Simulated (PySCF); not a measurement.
Pyrazinecarbonitrile, C₅H₃N₃.
Numbering: `[N:1]#[C:2][c:3]1[cH:4][n:5][cH:6][cH:7][n:8]1` (hydrogens: H9 on C4; H10 on C6; H11 on C7)

Geometry (GFN2-xTB, Å), atoms numbered from 1 in this order:
```xyz
11
C5H3N3 angstrom
N      3.4332    0.7027   -0.1731
C      2.3030    0.5240   -0.1293
C      0.9146    0.2344   -0.0589
C      0.4832   -1.0677    0.2266
N     -0.8016   -1.3601    0.2963
C     -1.6659   -0.3791    0.0878
C     -1.2388    0.9161   -0.1936
N      0.0422    1.2208   -0.2665
H      1.1802   -1.8757    0.3996
H     -2.7128   -0.6405    0.1488
H     -1.9319    1.7278   -0.3636
```

Theory: PBE0/def2-SVPD in PySCF (dipole) on a GFN2-xTB geometry, gas phase.

Masses are those of the commonest isotopes; rigid-rotor values at the optimised geometry. 

**Question.** What are A, B and C (MHz)?

**Answer.** Ia = 82.65, Ib = 307.65, Ic = 390.30 u·Å²; 505379 MHz·u·Å²/I gives A = 6115, B = 1643, C = 1295 MHz.

**Question.** What kind of rotor is it?

**Answer.** An asymmetric top: κ = (2 × 1643 − 6115 − 1295)/(6115 − 1295) = -0.86.

**Question.** Is it planar, by Δ = Ic − Ia − Ib?

**Answer.** Planar: Δ = Ic − Ia − Ib = 0.00 u·Å². For a rigid frame Δ = −2 Σ m c², so it vanishes when all atoms lie in the ab plane; here none is more than 0.01 Å from it.

**Question.** Where do the levels up to J = 2 lie, in MHz?

**Answer.** Above 0(0,0):
J = 1: 1(0,1) 2938, 1(1,1) 7410, 1(1,0) 7757
J = 2: 2(0,2) 8793, 2(1,2) 12937, 2(1,1) 13980, 2(2,1) 27396, 2(2,0) 27416
Those of J = 1 are B + C, A + C and A + B.

**Question.** Which types of transition are allowed, and where do some lines up to J = 2 fall?

**Answer.** The dipole components are |μa| = 4.13 D, |μb| = 0.08 D, |μc| = 0.00 D; the mirror of this Cs structure is the ab plane, so μc vanishes by symmetry and there are no c-type lines. The squared components, which scale the intensities, stand as 1.00 : 0.00 (a : b). Some of the stronger lines:

```csv
type,branch,"J(Ka,Kc)",MHz,lower level (cm⁻¹)
a,Q,"1(1,0) ← 1(1,1)",348,0.247
a,Q,"2(1,1) ← 2(1,2)",1044,0.432
a,R,"1(0,1) ← 0(0,0)",2938,0.000
a,R,"2(1,2) ← 1(1,1)",5527,0.247
a,R,"2(0,2) ← 1(0,1)",5856,0.098
a,R,"2(1,1) ← 1(1,0)",6223,0.259
```

**Question.** Estimate the classical rotational partition function at 10 K, 50 K and 500 K.

**Answer.** Point group Cs, symmetry number σ = 1; q = (√π/σ)·√((kT/h)³/(ABC)), k/h = 20836.6 MHz/K: 1480 at 10 K, 16500 at 50 K, 523000 at 500 K.

GFN2-xTB frequencies: not computed here. Zero-point vibration and centrifugal distortion are left out. Quadrupole hyperfine structure (14N) is left out.
